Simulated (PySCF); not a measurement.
**Electron correlation in Zr⁴⁺ (zirconium, charge +4)**

Starting occupation: [Kr]. All numbers are calculated (PySCF 2.14, X2C-1e with screened-nucleus spin-orbit coupling, Gaussian nucleus, in x2c-QZVPPall-2c (13s12p9d3f2g, 133 functions)). Frozen: [Ar] 3d10; 8 electrons correlated; the 32 highest virtual spinors left out.

MP2 pair energies summed by pair of shells (mhartree):

| pair | energy | share (%) |
| --- | --- | --- |
| 4p3/2-4p3/2 | -69.06 | 34.2 |
| 4p1/2-4p3/2 | -65.86 | 32.6 |
| 4p3/2-4s1/2 | -27.53 | 13.6 |
| 4p1/2-4p1/2 | -17.69 | 8.8 |
| 4p1/2-4s1/2 | -13.77 | 6.8 |
| 4s1/2-4s1/2 | -8.05 | 4.0 |

Total MP2 correlation energy: -201.96 mhartree.

This basis was not built for core-valence correlation, so the inner-shell part is incomplete.
